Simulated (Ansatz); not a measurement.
C3H4F4O, SMILES `FCC(F)OC(F)F`, relaxed with RKS PBE0-D4/def2-TZVP in Ansatz from a GFN2-xTB geometry. The force threshold is 0.005 eV/Å; the program also tests the step.

The species carries charge 0 and has multiplicity 1.

Start:

```xyz
12

F     1.844   -1.957   -0.797
C     0.645   -1.674   -0.211
C     0.530   -0.172    0.040
F     1.030    0.146    1.279
O    -0.817    0.170    0.004
C    -1.090    1.501    0.164
F    -2.413    1.638    0.213
F    -0.661    2.209   -0.908
H     0.593   -2.224    0.732
H    -0.148   -1.988   -0.895
H     1.129    0.398   -0.689
H    -0.642    1.952    1.067
```

| step | energy (eV) | largest force (eV/Å) | largest move (Å) |
| --- | --- | --- | --- |
| 1 | -16081.5044 | 0.543 | 0.000 |
| 2 | -16081.5306 | 0.211 | 0.052 |
| 3 | -16081.5458 | 0.196 | 0.083 |
| 4 | -16081.5599 | 0.116 | 0.107 |
| 5 | -16081.5675 | 0.132 | 0.181 |
| 6 | -16081.5716 | 0.085 | 0.049 |
| 7 | -16081.5725 | 0.141 | 0.053 |
| 8 | -16081.5735 | 0.026 | 0.026 |
| 9 | -16081.5736 | 0.020 | 0.011 |
| 10 | -16081.5736 | 0.010 | 0.013 |
| 11 | -16081.5737 | 0.004 | 0.005 |

End:

```xyz
12

F     1.939   -1.991   -0.442
C     0.628   -1.639   -0.250
C     0.551   -0.165    0.053
F     1.171    0.101    1.248
O    -0.796    0.151    0.148
C    -1.085    1.490    0.180
F    -2.385    1.593    0.447
F    -0.862    2.044   -1.033
H     0.221   -2.206    0.591
H     0.060   -1.854   -1.158
H     1.060    0.436   -0.709
H    -0.501    2.040    0.924
```

Hardware: 2 threads of an AMD EPYC 7R13 on a shared host and a share of an NVIDIA H100 80 GB. Wall time 17 s, peak host memory 0.93 GiB.
